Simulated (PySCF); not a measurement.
# Structure from NMR data

An unknown has the formula CH11ClN2Si4. Its calculated NMR data are:

¹H NMR (400 MHz, computed): δ 5.38 (s, 2H), 5.13 (m, 2H), 4.99 (m, 2H), 4.89 (m, 2H), 2.75 (m, 2H), 0.12 (br s, 1H).

¹³C{¹H} NMR (computed): δ 34.2 (CH2).

Relativity neglected, rapidly exchanging positions averaged, isolated molecule, one conformer. Coordinates at the GFN2-xTB level; GIAO PBE0/pcSseg-1 shieldings; PySCF 2.14.

Scale: TMS for ¹H, ¹³C (reference shieldings calculated alike).

Question: Propose a structure and justify it.

Answer: 
1. Rings plus π bonds: 1 (1 ring in the answer).
2. Carbon types of the structure: 1 × CH2, leaving 9 H on heteroatoms.
3. δC 34.2: sp3 CH2 bonded to N and Si; pulled downfield by the heteroatom.
4. δH 5.38: hydrogen on a silicon bonded to Cl, N.
5. δH 5.13, 4.99: hydrogen on a silicon bonded to N, Si, in a 6-membered ring.
6. δH 4.89: hydrogen on a silicon bonded to C, N, in a 6-membered ring.
7. δH 2.75: hydrogen on an sp3 CH2 bonded to N and Si; its carbon carries N, an electronegative neighbour.
8. δH 0.12: hydrogen on a nitrogen bonded to C, Si, in a 6-membered ring; labile proton, position sensitive to the medium.

These data were computed for `InChI=1S/CH11ClN2Si4/c2-6-4-5-1-3-7-8-4/h3H,1,5-8H2`.

The shifts were computed for this structure.

Exchangeable OH/NH protons stand at their gas-phase positions; hydrogen bonding in a real sample shifts them, mostly to higher δ. Shifts are as computed. Against solution values, carbons near 30 ppm lie about +3 ppm off and those near 130 ppm about +5 ppm. Of 1211 compounds with measured shifts, 218 miss one by over three times the rms of a fit or turn the order of signals round; such compounds aren't used in these exercises. Multiplicities follow the n + 1 count of equivalent neighbours, as no J values were calculated; m marks all less simple cases, F and P coupling included.
